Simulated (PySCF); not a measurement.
Species: ReO3(vinyl), C2H3O3Re (singlet state).
Cartesian coordinates in Å at the PBE0-D3(BJ)/def2-SVP level; atoms count from 1:
```
atom  x, y, z in Å
Re1    0.263    1.099    0.832
O2     0.585    0.661    2.442
O3     1.667    1.475   -0.047
O4    -0.926    2.308    0.728
C5    -0.544   -0.562   -0.057
C6    -0.008   -1.167   -1.126
H7    -1.468   -0.950    0.394
H8     0.910   -0.810   -1.602
H9    -0.480   -2.053   -1.565
```

Theory: PySCF 2.14.0, PBE0-D3(BJ)/def2-SVP geometry optimisation, gas phase, def2 core potentials past Kr.

Masses are those of the commonest isotopes; rigid-rotor values at the optimised geometry. The values belong to one conformer.

(1) What are A, B and C (MHz)?

(2) What kind of rotor is it?

(3) Is it planar, by Δ = Ic − Ia − Ib?

(4) Give the other two planar moments, Paa and Pbb, and the rms extents of the mass along the axes.

(5) List the rotational levels J(Ka,Kc) to J = 4 (MHz).

(6) Which types of transition are allowed, and where do some lines up to J = 5 fall?

(7) Estimate the classical rotational partition function at 50 K, 200 K and 298.15 K.

## Answers

(1) Ia = 132.27, Ib = 254.02, Ic = 259.42 u·Å²; 505379 MHz·u·Å²/I gives A = 3821, B = 1990, C = 1948 MHz.

(2) A near-prolate asymmetric top; Ray's κ = -0.956.

(3) Not planar: Δ = Ic − Ia − Ib = -126.87 u·Å². For a rigid frame Δ = −2 Σ m c², so Σ m c² = 63.43 u·Å² lies off the ab plane: 0.00 from hydrogen and 63.43 from heavier atoms. The atom farthest from that plane is 1.42 Å away.

(4) Paa = Σ m a² = (Ib + Ic − Ia)/2 = 190.59 and Pbb = Σ m b² = (Ia + Ic − Ib)/2 = 68.83 u·Å². With the mass M = 261.96 u, the rms extents √(P/M) along a, b and c are 0.85, 0.51, 0.49 Å.

(5) Above 0(0,0):
J = 1: 1(0,1) 3938, 1(1,1) 5769, 1(1,0) 5810
J = 2: 2(0,2) 11812, 2(1,2) 13603, 2(1,1) 13727, 2(2,1) 19221, 2(2,0) 19222
J = 3: 3(0,3) 23622, 3(1,3) 25353, 3(1,2) 25602, 3(2,2) 31034, 3(2,1) 31038, 3(3,1) 40295, 3(3,0) 40295
J = 4: 4(0,4) 39366, 4(1,4) 41020, 4(1,3) 41433, 4(2,3) 46784, 4(2,2) 46795, 4(3,2) 56047, 4(3,1) 56047, 4(4,1) 69011, 4(4,0) 69011
Those of J = 1 are B + C, A + C and A + B.

(6) The dipole components are |μa| = 3.72 D, |μb| = 0.83 D, |μc| = 0.00 D; the mirror of this Cs structure is the ab plane, so μc vanishes by symmetry and there are no c-type lines. Intensities carry the squares of the components, which stand as 1.00 : 0.05 (a : b). Some lines, for components of 0.1 D or more:

```json
{"type": "a", "branch": "Q", "J(Ka,Kc)": "5(1,4) ← 5(1,5)", "MHz": "621", "lower level (cm⁻¹)": "2.021"}
{"type": "b", "branch": "Q", "J(Ka,Kc)": "3(1,2) ← 3(0,3)", "MHz": "1979", "lower level (cm⁻¹)": "0.788"}
{"type": "b", "branch": "Q", "J(Ka,Kc)": "5(1,4) ← 5(0,5)", "MHz": "2182", "lower level (cm⁻¹)": "1.969"}
{"type": "b", "branch": "Q", "J(Ka,Kc)": "5(2,3) ← 5(1,4)", "MHz": "5273", "lower level (cm⁻¹)": "2.042"}
{"type": "b", "branch": "Q", "J(Ka,Kc)": "3(2,1) ← 3(1,2)", "MHz": "5436", "lower level (cm⁻¹)": "0.854"}
{"type": "b", "branch": "Q", "J(Ka,Kc)": "2(2,1) ← 2(1,2)", "MHz": "5619", "lower level (cm⁻¹)": "0.454"}
{"type": "b", "branch": "Q", "J(Ka,Kc)": "5(2,4) ← 5(1,5)", "MHz": "5869", "lower level (cm⁻¹)": "2.021"}
{"type": "b", "branch": "R", "J(Ka,Kc)": "2(0,2) ← 1(1,1)", "MHz": "6043", "lower level (cm⁻¹)": "0.192"}
{"type": "b", "branch": "R", "J(Ka,Kc)": "3(1,2) ← 2(2,1)", "MHz": "6380", "lower level (cm⁻¹)": "0.641"}
{"type": "a", "branch": "R", "J(Ka,Kc)": "2(1,2) ← 1(1,1)", "MHz": "7834", "lower level (cm⁻¹)": "0.192"}
{"type": "a", "branch": "R", "J(Ka,Kc)": "2(1,1) ← 1(1,0)", "MHz": "7917", "lower level (cm⁻¹)": "0.194"}
{"type": "b", "branch": "Q", "J(Ka,Kc)": "5(3,2) ← 5(2,3)", "MHz": "9243", "lower level (cm⁻¹)": "2.218"}
{"type": "b", "branch": "Q", "J(Ka,Kc)": "4(3,1) ← 4(2,2)", "MHz": "9253", "lower level (cm⁻¹)": "1.561"}
{"type": "b", "branch": "Q", "J(Ka,Kc)": "4(3,2) ← 4(2,3)", "MHz": "9263", "lower level (cm⁻¹)": "1.561"}
{"type": "b", "branch": "R", "J(Ka,Kc)": "5(2,3) ← 4(3,2)", "MHz": "10448", "lower level (cm⁻¹)": "1.870"}
{"type": "a", "branch": "R", "J(Ka,Kc)": "3(1,3) ← 2(1,2)", "MHz": "11750", "lower level (cm⁻¹)": "0.454"}
{"type": "a", "branch": "R", "J(Ka,Kc)": "3(0,3) ← 2(0,2)", "MHz": "11810", "lower level (cm⁻¹)": "0.394"}
{"type": "b", "branch": "Q", "J(Ka,Kc)": "5(4,1) ← 5(3,2)", "MHz": "12963", "lower level (cm⁻¹)": "2.526"}
{"type": "b", "branch": "Q", "J(Ka,Kc)": "4(4,1) ← 4(3,2)", "MHz": "12964", "lower level (cm⁻¹)": "1.870"}
{"type": "b", "branch": "R", "J(Ka,Kc)": "2(2,1) ← 1(1,0)", "MHz": "13411", "lower level (cm⁻¹)": "0.194"}
{"type": "a", "branch": "R", "J(Ka,Kc)": "4(1,4) ← 3(1,3)", "MHz": "15666", "lower level (cm⁻¹)": "0.846"}
{"type": "b", "branch": "R", "J(Ka,Kc)": "4(1,4) ← 3(0,3)", "MHz": "17397", "lower level (cm⁻¹)": "0.788"}
{"type": "a", "branch": "R", "J(Ka,Kc)": "5(1,5) ← 4(1,4)", "MHz": "19582", "lower level (cm⁻¹)": "1.368"}
{"type": "a", "branch": "R", "J(Ka,Kc)": "5(4,1) ← 4(4,0)", "MHz": "19690", "lower level (cm⁻¹)": "2.302"}
{"type": "a", "branch": "R", "J(Ka,Kc)": "5(3,3) ← 4(3,2)", "MHz": "19690", "lower level (cm⁻¹)": "1.870"}
{"type": "a", "branch": "R", "J(Ka,Kc)": "5(1,4) ← 4(1,3)", "MHz": "19788", "lower level (cm⁻¹)": "1.382"}
{"type": "b", "branch": "R", "J(Ka,Kc)": "4(3,1) ← 3(2,2)", "MHz": "25013", "lower level (cm⁻¹)": "1.035"}
{"type": "b", "branch": "R", "J(Ka,Kc)": "5(3,2) ← 4(2,3)", "MHz": "28954", "lower level (cm⁻¹)": "1.561"}
```

(7) Point group Cs, symmetry number σ = 1; q = (√π/σ)·√((kT/h)³/(ABC)), k/h = 20836.6 MHz/K: 15500 at 50 K, 124000 at 200 K, 226000 at 298.15 K.

Stationary, but not proved a minimum. Constants of a rigid frame at the computed geometry: no zero-point averaging, no centrifugal distortion.
